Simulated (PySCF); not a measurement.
Species: C3H8Ge.
Structure used (PBE0-D3(BJ)/def2-SVP), in Å, numbered top down from 1:
```xyz
12
C3H8Ge angstrom
C     -0.9089    0.8712   -0.6721
C     -0.4065   -0.1546    0.0257
C     -1.2547   -1.0310    0.8982
Ge     1.5008   -0.5509   -0.0754
H     -1.9779    1.1169   -0.6331
H     -0.2855    1.5070   -1.3080
H     -0.9040   -1.0125    1.9439
H     -1.2058   -2.0840    0.5732
H     -2.3107   -0.7186    0.8866
H      2.1879    0.4447   -1.0261
H      2.1388   -0.4528    1.3257
H      1.7185   -1.9899   -0.5872
```

The calculation used TDDFT CAM-B3LYP/def2-SVPD, vertical, gas phase, core orbitals frozen in the response (PySCF). The CAM-B3LYP/def2-SVPD calculation is non-relativistic and has no spin–orbit coupling, an omission that weighs most on germanium.

Ground-to-excited transition dipoles (e·a0, same axes as the geometry; the sign carries no meaning), for the states with f of 0.002 or more among the lowest 9:

```tsv
state	E (eV)	μx	μy	μz
S3	7.108	-0.835	1.095	-0.682
S4	7.710	-0.025	-0.105	-0.127
S5	7.958	-0.028	-0.072	-0.112
S6	8.016	0.440	-0.099	-0.018
S7	8.108	0.080	0.278	0.352
S8	8.373	-0.003	-0.127	0.017
S9	8.385	-0.030	-0.037	-0.134
```

Question: Work out the oscillator strengths.

Answer: f = (2/3) ΔE |μ|² with ΔE in hartree (27.2114 eV).

```csv
state,|μ|² (au),|μ| (D),f
S3,2.360,3.90,0.411
S4,0.028,0.42,0.005
S5,0.019,0.35,0.004
S6,0.204,1.15,0.040
S7,0.208,1.16,0.041
S8,0.016,0.33,0.003
S9,0.020,0.36,0.004
```

Question: Which bond between heavy atoms lies closest to the direction of the S3 transition dipole?

Answer: C1–C2, at 11° from it; next C2–Ge4 at 49°.

Question: What angle do the transition dipoles of S3 and S6 make?

Answer: |cos θ| = |μa·μb| / (|μa| |μb|) = 0.67, so θ ≈ 48° (taken between 0 and 90°, since the signs are arbitrary).

Question: What peak molar absorption coefficient would the strongest computed level give as a lone Gaussian band 0.3 eV wide at half height?

Answer: ε(max) = 2.175×10⁸ f / FWHM, with the width in cm⁻¹. S3: 2.175×10⁸ × 0.4110 / 2420 ≈ 37000 L mol⁻¹ cm⁻¹.

The vertical ionisation energy (ΔSCF) is 9.62 eV, 1.23 eV above S9.
